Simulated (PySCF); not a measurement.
# Spin states and ions at one geometry of [Ta(BH4)4]−

PySCF 2.14.0, UKS r2SCAN, Ta def2-SVP with ECP60, B def2-SVP, H def2-SVP; non-relativistic Hamiltonian with scalar-relativistic core potentials where named; density fitting; no spin-orbit coupling; singlets restricted, open shells unrestricted. The geometry is relaxed for charge -1, triplet, vacuum:

```xyz
21

Ta    0.0000    0.0000    0.0104
B     1.5387    1.5387    1.1884
H     1.9233    1.9233    2.2855
H     0.6793    0.6793    1.6415
H     2.4246    0.9797    0.5459
H     0.9797    2.4246    0.5459
B    -1.5387   -1.5387    1.1884
H    -1.9233   -1.9233    2.2855
H    -0.6793   -0.6793    1.6415
H    -2.4246   -0.9797    0.5459
H    -0.9797   -2.4246    0.5459
B     1.3449   -1.3449   -1.2885
H     2.1448   -2.1448   -1.7307
H     1.4162   -1.4162   -0.0088
H     0.1577   -1.5804   -1.5922
H     1.5804   -0.1577   -1.5922
B    -1.3449    1.3449   -1.2885
H    -2.1448    2.1448   -1.7307
H    -1.4162    1.4162   -0.0088
H    -0.1577    1.5804   -1.5922
H    -1.5804    0.1577   -1.5922
```

Energies count from the relaxed state; an electron taken off or put on is at rest in vacuum. Charges and spins are Mulliken's.

Question: Order these states by energy, lowest first.
A. charge 0, doublet, vacuum
B. charge 0, quartet, vacuum
C. charge -1, triplet, vacuum
D. charge -1, quintet, vacuum

Answer: C (0.00 eV), A (2.40 eV), D (4.90 eV), B (6.09 eV).

Question: How do charge and spin on the first atom follow?

Answer: 
```tsv
state	spin squared	charge on Ta1 (e)	spin on Ta1 (e)	dipole about the centre of mass (D)
charge -1, triplet, vacuum	2.01	0.53	1.72	1.40
charge -1, quintet, vacuum	6.01	0.22	2.64	0.96
charge 0, doublet, vacuum	0.76	0.71	0.88	1.77
charge 0, quartet, vacuum	3.76	0.52	1.68	0.82
```

With an electron taken off (doublet, the lower of the two states computed) the charges change, summed by element, by Ta +0.18 e, B -0.01 e, H +0.83 e. The vertical ionisation energy is 2.40 eV, against −ε(HOMO) = 0.09 eV over both spins of the relaxed state. The level lies 2.3 eV too high, as is usual for semilocal functionals and global hybrids, which keep a self-interaction error.

Open shells may have lower solutions than those found.

No frequency check is given that shows the relaxed geometry to be a minimum.
